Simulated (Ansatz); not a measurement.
Born–Oppenheimer molecular dynamics of Cl2H4SiZn (8 atoms, charge 0, multiplicity 1). It starts at the highest image of a converged band, a first-order saddle point between two minima.

Method: Ansatz 0.2.0, RKS BHLYP-D4/def2-SVP.

```json
{
  "ensemble": "NVE (velocity Verlet)",
  "time step": "0.5 fs",
  "steps asked": "200",
  "starting velocities drawn for": "100 K",
  "seed": "11493"
}
```

First frame:

```xyz
8
Properties=species:S:1:pos:R:3
Zn -0.407 0.038 -0.021
Cl 0.564 -0.210 2.155
Cl 0.458 0.213 -1.949
Si -2.756 0.012 1.035
H -3.400 -1.060 0.241
H -3.063 -0.203 2.469
H -3.278 1.336 0.625
H -0.954 -0.127 1.680
```

How far do the bonds stretch over the last three quarters of this one trajectory? (Pairs bonded in most of those frames.)


```csv
bond,mean (Å),spread (Å),shortest,longest
Zn1–Cl3,2.135,0.019,2.10,2.16
Zn1–Si4,2.350,0.075,2.25,2.50
Cl2–H8,1.290,0.045,1.22,1.36
Si4–H5,1.492,0.049,1.42,1.57
Si4–H6,1.495,0.010,1.47,1.51
Si4–H7,1.489,0.012,1.47,1.51
```

Mean temperature of the second half: 999 K. The conserved energy stayed within 0.14 meV per atom of its start (net change 0.061 meV per atom), so the integration is sound. The kinetic energy rose, since the run started high on the potential surface and went downhill. It ends in pieces (ClH + ClH3SiZn), so much of that is their flight and rotation, not heat. A run of 0.1 ps of so small a system gives no equilibrium averages. The orbitals stay closed-shell, which can raise the energy where a bond breaks towards radicals; this wasn't checked here.

Time of the run: 11 min on 2 threads of Arm Neoverse V1 (shared host), peak memory 0.25 GiB.
